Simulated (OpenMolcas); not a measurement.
Tc4+ among 6 point charges of -0.98 e arranged as an octahedron (Oh), 1.82 Å from the ion.
```
   1.8200    0.0000    0.0000  -0.98
   0.0000    1.8200    0.0000  -0.98
  -1.8200    0.0000    0.0000  -0.98
   0.0000   -1.8200    0.0000  -0.98
   0.0000    0.0000    1.8200  -0.98
   0.0000    0.0000   -1.8200  -0.98
```

```yaml
Program: OpenMolcas
Method: CASSCF
Basis: ANO-RCC-VDZP [6s5p3d1f]
Scalar_Hamiltonian: DKH2, point nucleus
Active_space: 3 electrons in 5 orbitals (4d)
State_averaging: 2S+1 = 4 even, 10 roots; 2S+1 = 2 even, 40 roots
Spin-orbit_coupling: RASSI with atomic mean-field integrals over the reference wave functions
```

Question: What is the spin-free ground state (labels of O, the rotations of Oh)?

Answer: 4A2, 1-fold in its orbital part, 100 % from free-ion F terms; it has the highest spin that d3 allows.

Question: Where is the first state of the same spin?

Answer: 4T2 at 7160 cm-1 above the ground state.

Question: What are the lowest two levels with spin-orbit coupling?

Answer: A 4-fold level Γ8, then a 2-fold level Γ7 6967 cm-1 above it. Their leading multiplicities are 4 (99 %) and 4 (100 %).

Question: What is χT at 300 K, and how does it compare with the textbook value?

Answer: The lowest level has 2S+1 = 4, for which the spin-only value is χT = S(S+1) / 2 = 1.875 cm3 K/mol (g = 2). The computed 1.251 at 300 K differs by -0.624, through orbital momentum, spin-orbit coupling and any other state in reach.

Question: Which ligand-field parameters describe the states?

Answer: A least-squares ligand-field fit to the states below 45000 cm-1, each weighted by its degeneracy and with a free common offset, gives 10Dq = 7371 cm-1, B = 898 cm-1 and C = 3671 cm-1 (C/B = 4.09), with an rms deviation of 82 cm-1. 

Without dynamic correlation the repulsion within the d shell is too large (B by tens of per cent), so at a given field states of lower spin stand too high. This field is weak: 10Dq is about 7371 cm-1, while octahedral complexes of 4d ions of charge 3 and more, computed by the same method with explicit ligands, had a median near 25000 cm-1. Ground spin and moment need not be those of a real site. Point charges carry no covalency, so the field is a model and not that of real ligands. No measured value stands beside these numbers.
